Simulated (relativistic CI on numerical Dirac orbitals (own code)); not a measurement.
## What each ingredient does to the levels of Ag I

Base calculation: Dirac-Coulomb-Breit CI, KLI orbitals optimised for each configuration, model QED, valence Slater integrals scaled by 0.85, P86 correlation energy added to each configuration.

Configuration list (outside the closed core [Kr]): 4d¹⁰5s, 4d¹⁰5p, 4d⁹5s², 4d¹⁰6s, 4d¹⁰6p, 4d¹⁰5d, 4d¹⁰7s, 4d¹⁰7p, 4d¹⁰6d, 4d¹⁰4f, 4d¹⁰8s, 4d¹⁰5g, 4d¹⁰5f, 4d¹⁰8p, 4d¹⁰7d, 4d¹⁰8d. Levels of other configurations are missing.

Variants: (1) valence Slater integrals scaled by 0.75; (2) Slater integrals left unscaled; (3) Breit term removed. Shifts of the energy above 4d¹⁰5s ²S1/2, in cm⁻¹, for the lowest level and the first level of each name with at least 55 % of one term (blank where a level changes its place among those of its configuration and J or its character, or is not in the variant):

| Level | Base | Δ(1) | Δ(2) | Δ(3) | Measured |
| --- | --- | --- | --- | --- | --- |
| 4d¹⁰5s ²S1/2 | 0.0 | 0.0 | 0.0 | 0.0 | 0.0 |
| 4d¹⁰5p ²P°1/2 | 25772.9 | 0.0 | 0.0 | +20.7 | 29552.1 |
| 4d¹⁰5p ²P°3/2 | 26322.6 | 0.0 | 0.0 | +38.1 | 30472.7 |
| 4d⁹5s² ²D5/2 | 32332.5 | +14.5 | -22.6 | -197.4 | 30242.3 |
| 4d¹⁰6s ²S1/2 | 36110.8 | 0.0 | 0.0 | +45.9 | 42556.2 |
| 4d⁹5s² ²D3/2 | 36618.5 | -10.1 | +13.7 | -24.5 | 34714.3 |
| 4d¹⁰5d ²D3/2 | 41332.3 | -4.4 | +7.7 | +56.6 | 48744.0 |
| 4d¹⁰5d ²D5/2 | 41335.9 | -2.3 | +3.9 | +57.2 | 48764.2 |
| 4d¹⁰6p ²P°1/2 | 42184.3 | 0.0 | 0.0 | +42.2 | 48297.4 |
| 4d¹⁰6p ²P°3/2 | 42243.2 | 0.0 | 0.0 | +47.5 | 48500.8 |
| 4d¹⁰7s ²S1/2 | 45230.3 | 0.0 | 0.0 | +53.5 | 51887.0 |
| 4d¹⁰6d ²D3/2 | 47520.4 | -1.1 | +1.8 | +57.1 | 54203.1 |
| 4d¹⁰6d ²D5/2 | 47525.6 | -0.7 | +1.3 | +57.4 | 54213.6 |
| 4d¹⁰7p ²P°1/2 | 47808.6 | 0.0 | 0.0 | +49.9 | 54041.0 |
| 4d¹⁰7p ²P°3/2 | 47825.8 | 0.0 | 0.0 | +51.7 | 54121.1 |
| 4d¹⁰4f ²F°7/2 | 48678.5 | 0.0 | 0.0 | +58.0 |  |
| 4d¹⁰4f ²F°5/2 | 48678.7 | 0.0 | 0.0 | +58.0 | 54204.7 |
| 4d¹⁰8s ²S1/2 | 49199.1 | 0.0 | 0.0 | +55.4 |  |
| 4d¹⁰7d ²D3/2 | 50392.0 | -0.5 | +0.9 | +57.3 |  |
| 4d¹⁰7d ²D5/2 | 50394.8 | -0.4 | +0.6 | +57.5 |  |
| 4d¹⁰8p ²P°1/2 | 50511.6 | 0.0 | 0.0 | +52.8 |  |
| 4d¹⁰8p ²P°3/2 | 50529.9 | 0.0 | 0.0 | +54.0 |  |

Correlation outside the listed configurations is missing or only estimated: errors of thousands of cm⁻¹ between configurations and terms are usual at this charge. Rates and lifetimes follow the computed energies and can be off by large factors. The fine structure of a lone outer electron comes out too small, for d and f at times inverted, and misplaced configurations move strength between like terms. 15 of the 15 excited levels that our extract of the measured tables holds in this range could be paired (the sources list more); they are missed by 5577 cm⁻¹ on average and 7428 at most, and levels without a partner can miss by more.

Measured levels: NIST Handbook of Basic Atomic Spectroscopic Data (Sansonetti and Martin, J. Phys. Chem. Ref. Data 34, 1559 (2005)).

Ionisation energy from the two ground configurations alone: base 6.877 eV; Breit term removed 6.885 eV. The NIST ASD value (measured) is 7.57623 eV. The gap of more than 2 % comes from missing correlation.
